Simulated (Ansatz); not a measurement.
Reaction (isomerisation): `CC[SiH2]CO` → `COCC[SiH3]`

Isolated molecules relaxed with PBE0-D4/def2-TZVP in Ansatz; ΔE leaves out vibrations. CCSD(T)/CBS adds triple-zeta CCSD(T) − MP2 to the extrapolated MP2 energy (def2 sets, frozen cores). One conformer a species, not always the lowest.

```json
{"species": "`CC[SiH2]CO`", "CCSD(T)/def2-TZVPP energy (Eh)": "-484.29354"}
{"species": "`COCC[SiH3]`", "CCSD(T)/def2-TZVPP energy (Eh)": "-484.27766"}
```

(1) Work out ΔE.

Largest T1 diagnostic among the species: 0.010.

Results:

(1) ΔE = (-484.27766) − (-484.29354) = 0.01588 Eh = +41.7 kJ/mol. CCSD(T)/CBS gives +45.5 kJ/mol.

In def2-TZVPP, CCSD(T) changes the Hartree–Fock value by +14.8 kJ/mol (the triples alone add +1.0 kJ/mol) and MP2 by +18.8 kJ/mol. The D4 term adds +4.1 kJ/mol with B3LYP and +2.3 kJ/mol with PBE0; it sums over pairs of atoms, weighted by their polarisabilities, and B3LYP, whose exchange is more repulsive, gets the larger term. Leaving LDA and LC-ωPBE aside and taking each functional with its dispersion term where it has one, the values, not all of them listed here, spread over 7.7 kJ/mol, from CAM-B3LYP-D4 to revPBE-D4. LDA lies −3.4 kJ/mol from PBE without D4.

B3LYP here is the variant with VWN-RPA as its local correlation; programs differ in this.
